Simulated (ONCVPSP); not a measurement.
Be (Z = 4): excitation energies, all-electron against ONCV

```json
{"Element": "beryllium", "Generator": "ONCVPSP 4.0.1", "Type": "optimised norm-conserving Vanderbilt (ONCV)", "Functional": "PBE", "Relativity": "non-relativistic", "Frozen core": "[He]", "Valence charge": "2", "Reference configuration": "2s2", "Partial waves": "2s: rc 1.75 bohr, ncon 5, nbas 8, qcut 3.3 1/bohr, 1 projector; p scattering state at 0.11 Ha: rc 1.70 bohr, ncon 4, nbas 7, qcut 4.6 1/bohr, 2 projectors, debl 2.2 Ha; d scattering state at 0.03 Ha: rc 1.85 bohr, ncon 4, nbas 8, qcut 5.6 1/bohr, 1 projector", "Local potential": "polynomial inside 1.25 bohr (lpopt 5, dvloc0 2 Ha)", "Core correction": "Teter function, fcfact 2, rcfact 1.65"}
```

In the p channel the program set the typed energies aside and used 0.050, 2.250 Ha.

Energies are relative to the spin-unpolarised reference configuration 2s2; without spin polarisation the order of configurations can differ from experiment.

```csv
valence configuration,charge,ΔE all-electron (eV),error AE − PS (meV)
2s1,+1,9.549,+5.7
2s1 2p1,0,3.610,+2.6
2s0 2p1,+1,13.456,+10
```

**Question.** What are ΔE and the potential's error for 2s1.5?

**Answer.** ΔE = 3.760 eV all-electron; the error (AE − PS) is +0.9 meV.

Levels in the configuration 2s0 2p1:

```csv
level,all-electron (eV),pseudo (eV)
2p,-9.855,-9.854
```
